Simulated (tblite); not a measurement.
Compound: 1-phenyl-1-butyne, C10H10.
SMILES with atom numbers: `[CH3:1][CH2:2][C:3]#[C:4][c:5]1[cH:6][cH:7][cH:8][cH:9][cH:10]1` (hydrogens: H11, H12, H13 on C1; H14, H15 on C2; H16 on C6; H17 on C7; H18 on C8; H19 on C9; H20 on C10)

Computed with GFN2-xTB (tblite), gas phase: L-BFGS steps from a force-field or distance-geometry start until the largest atomic force falls under 0.01 eV/Å.

Step 10: E = -719.4051 eV
```
atom  x, y, z in Å  |  force x, y, z in eV/Å
C1      3.8207   -0.3042   -0.7226    0.003  -0.004  -0.003
C2      2.7984   -1.4197   -0.4994   -0.007  -0.002  -0.008
C3      1.4681   -0.9001   -0.2577   -0.017   0.046   0.006
C4      0.3696   -0.4511   -0.0584   -0.025   0.013   0.007
C5     -0.9282    0.0669    0.1768   -0.033   0.023  -0.004
C6     -1.1479    1.4453    0.1816   -0.021   0.018   0.007
C7     -2.4162    1.9459    0.4099   -0.011   0.007  -0.002
C8     -3.4809    1.0877    0.6361    0.033  -0.021  -0.012
C9     -3.2678   -0.2817    0.6329    0.007  -0.010   0.007
C10    -2.0038   -0.7929    0.4048   -0.005  -0.006   0.016
H11     3.8742    0.3462    0.1475   -0.018   0.002   0.006
H12     3.5495    0.2982   -1.5866   -0.032   0.005   0.003
H13     4.8061   -0.7309   -0.8972    0.005  -0.010   0.007
H14     3.0963   -2.0285    0.3601    0.010  -0.010  -0.003
H15     2.7629   -2.0694   -1.3795    0.013  -0.018  -0.001
H16    -0.3204    2.1184    0.0067    0.004  -0.027  -0.002
H17    -2.5804    3.0141    0.4119    0.023   0.005  -0.003
H18    -4.4719    1.4833    0.8129    0.053  -0.015  -0.005
H19    -4.0934   -0.9556    0.8121    0.004  -0.005  -0.008
H20    -1.8399   -1.8612    0.4051    0.015   0.008  -0.009
```

Step 11: E = -719.4054 eV
```
atom  x, y, z in Å  |  force x, y, z in eV/Å
C1      3.8201   -0.3041   -0.7226   -0.012   0.004  -0.002
C2      2.7976   -1.4194   -0.4997   -0.018   0.000   0.011
C3      1.4676   -0.8980   -0.2577    0.019   0.022  -0.004
C4      0.3688   -0.4507   -0.0580   -0.060   0.030   0.014
C5     -0.9292    0.0675    0.1775   -0.002   0.013  -0.013
C6     -1.1474    1.4462    0.1813   -0.018   0.000   0.009
C7     -2.4159    1.9465    0.4096    0.011   0.005  -0.002
C8     -3.4793    1.0872    0.6361    0.019  -0.031  -0.013
C9     -3.2677   -0.2827    0.6328    0.022  -0.003   0.006
C10    -2.0037   -0.7939    0.4051   -0.001  -0.003   0.012
H11     3.8731    0.3466    0.1476   -0.016  -0.005   0.002
H12     3.5480    0.2989   -1.5863   -0.023  -0.004   0.009
H13     4.8051   -0.7313   -0.8968    0.012  -0.007   0.003
H14     3.0943   -2.0283    0.3609    0.009  -0.001  -0.019
H15     2.7613   -2.0696   -1.3795    0.014  -0.014   0.003
H16    -0.3183    2.1180    0.0060   -0.011  -0.031   0.001
H17    -2.5789    3.0148    0.4117    0.012   0.002  -0.003
H18    -4.4697    1.4829    0.8125    0.033  -0.010  -0.001
H19    -4.0928   -0.9573    0.8119   -0.001   0.004  -0.007
H20    -1.8381   -1.8625    0.4044    0.009   0.028  -0.007
```

Step 12: E = -719.4057 eV
```
atom  x, y, z in Å  |  force x, y, z in eV/Å
C1      3.8195   -0.3040   -0.7226   -0.019   0.004   0.001
C2      2.7966   -1.4192   -0.4997   -0.021   0.004   0.017
C3      1.4670   -0.8958   -0.2576    0.031   0.005  -0.008
C4      0.3677   -0.4500   -0.0575   -0.052   0.030   0.011
C5     -0.9303    0.0682    0.1778    0.018  -0.001  -0.013
C6     -1.1473    1.4470    0.1813   -0.004  -0.012   0.005
C7     -2.4154    1.9470    0.4093    0.015  -0.003   0.000
C8     -3.4777    1.0864    0.6358    0.016  -0.024  -0.011
C9     -3.2672   -0.2837    0.6330    0.020   0.006   0.005
C10    -2.0034   -0.7946    0.4056    0.009  -0.001   0.005
H11     3.8719    0.3468    0.1478   -0.013  -0.010  -0.002
H12     3.5463    0.2994   -1.5860   -0.015  -0.010   0.011
H13     4.8044   -0.7317   -0.8964    0.008   0.000   0.000
H14     3.0929   -2.0282    0.3613    0.006   0.005  -0.026
H15     2.7603   -2.0699   -1.3795    0.011  -0.006   0.010
H16    -0.3170    2.1169    0.0054   -0.015  -0.025   0.002
H17    -2.5775    3.0153    0.4115    0.000   0.006  -0.002
H18    -4.4672    1.4822    0.8121    0.004  -0.003   0.004
H19    -4.0922   -0.9584    0.8114   -0.007   0.007  -0.005
H20    -1.8366   -1.8630    0.4038    0.008   0.029  -0.004
```

Question: Estimate the geometry and energy of step 13. (The exact step hangs on the optimiser's Hessian estimate; all steps are aligned on step 12, rigid shifts and turns removed.)

Answer: E = -719.4059 eV, largest force 0.023 eV/Å
```
atom  x, y, z in Å  |  force x, y, z in eV/Å
C1      3.8189   -0.3039   -0.7225   -0.016  -0.001   0.002
C2      2.7955   -1.4189   -0.4996   -0.014   0.005   0.011
C3      1.4665   -0.8941   -0.2576    0.020   0.000  -0.007
C4      0.3667   -0.4494   -0.0571   -0.016   0.017   0.002
C5     -0.9308    0.0687    0.1777    0.020  -0.009  -0.007
C6     -1.1473    1.4471    0.1815    0.002  -0.013   0.001
C7     -2.4150    1.9472    0.4092    0.016  -0.001   0.000
C8     -3.4764    1.0855    0.6354    0.000  -0.005  -0.004
C9     -3.2665   -0.2843    0.6331    0.013   0.000   0.003
C10    -2.0029   -0.7948    0.4059    0.009   0.002   0.000
H11     3.8709    0.3468    0.1479   -0.010  -0.010  -0.002
H12     3.5451    0.2996   -1.5856   -0.010  -0.011   0.009
H13     4.8041   -0.7319   -0.8962   -0.002   0.006   0.000
H14     3.0920   -2.0281    0.3612    0.003   0.005  -0.021
H15     2.7597   -2.0702   -1.3792    0.006   0.000   0.013
H16    -0.3165    2.1157    0.0051   -0.007  -0.013   0.001
H17    -2.5766    3.0155    0.4113   -0.007   0.006  -0.001
H18    -4.4654    1.4817    0.8120   -0.008  -0.002   0.005
H19    -4.0917   -0.9589    0.8111   -0.008   0.008  -0.003
H20    -1.8354   -1.8627    0.4033    0.010   0.014  -0.002
```

The energy changes by -0.0002 eV. The first-order estimate −F·Δx gives -0.0002 eV and the mean of the old and new forces, exact on a quadratic surface, -0.0002 eV. The step makes an angle of 63° with the force vector and moves no atom by more than 0.002 Å.

What follows is the cost of the whole relaxation. On Arm Neoverse V2, one thread, shared host with 96 logical CPUs at a one-minute load of 40, this took 0.17 s of wall time.
